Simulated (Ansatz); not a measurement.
A structure relaxed at PBE0-D4/def2-TZVP, charge 0, multiplicity 1:

Cartesian coordinates in Å:
```
O 0.462 -1.301 -0.983
C 0.338 -0.235 -0.126
Si -1.388 0.529 -0.199
N 1.570 0.797 -0.056
C 1.305 0.030 0.879
F 1.817 -0.298 2.036
H 1.340 -1.693 -0.909
H -2.397 -0.483 0.198
H -1.402 1.670 0.747
H -1.645 0.986 -1.586
```

(1) Give its formula and SMILES.

(2) Summarise the bond lengths by kind.

## Answers

(1) C2H4FNOSi, `OC1([SiH3])N=C1F`.

(2) 1 × C–O 1.373 Å; 1 × H–O 0.964 Å; 1 × C–Si 1.889 Å; 2 × C–N 1.238 to 1.609 Å; 1 × C–C 1.420 Å; 3 × H–Si 1.482 to 1.484 Å; 1 × C–F 1.307 Å.

Program: Ansatz 0.2.0.
